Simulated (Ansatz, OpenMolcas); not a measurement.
**Ansatz → OpenMolcas**

Ansatz 0.2.0 runs this on SiH3I (SMILES [SiH3]I):

job.yaml:
```yaml
crystal:
  periodic: [false, false, false]
  atoms:
    - {symbol: Si, position_ang: [-0.165600, 0.069300, -0.077300]}
    - {symbol: I, position_ang: [1.907700, -0.923300, 0.737800]}
    - {symbol: H, position_ang: [-1.144400, 0.089000, 1.033900]}
    - {symbol: H, position_ang: [-0.671300, -0.755700, -1.198400]}
    - {symbol: H, position_ang: [0.123500, 1.447000, -0.537300]}
basis:
  gaussian:
    orbitals: def2-TZVP
hamiltonian:
  xc: {name: PBE}
accuracy: high
output:
  forces: true
  orbitals: {seedname: orbitals}
```

```bash
$ ansatz run job.yaml --threads 1 --pin off --max-ram 2610MiB --events-out events.jsonl --progress --plain --runs-dir runs
```

The coordinates come from a PBE0-D4/def2-TZVP relaxation.

It gives a total energy of -588.869037 Eh.

Question: Translate the job to OpenMolcas 26.06 as an input file of the program's own.

Answer: This input was run:

calc.input:
```
* H3ISi Kohn-Sham DFT
>>> EXPORT MOLCAS_PRINT=2

&GATEWAY
  BasLib
  $CurrDir
  Coord
  5
  angstrom
  Si      -0.165600       0.069300      -0.077300
  I        1.907700      -0.923300       0.737800
  H       -1.144400       0.089000       1.033900
  H       -0.671300      -0.755700      -1.198400
  H        0.123500       1.447000      -0.537300
  Basis
  def2-TZVP
  Group
  NoSym

&SEWARD
  GridInput
  Grid=UltraFine
  End of Grid

&SCF
  KSDFT
  PBE
  Thresholds
  1e-10 1e-07 1e-07 1e-05
  PrOrbitals
  1 1

&ALASKA
```

```bash
$ export MOLCAS_MEM=1860
$ pymolcas calc.input > calc.log
```

(Basis files named in the input come from the Basis Set Exchange and aren't shown.)

Its energy is -588.869036 Eh, the same as the first but for the last digit, at most.
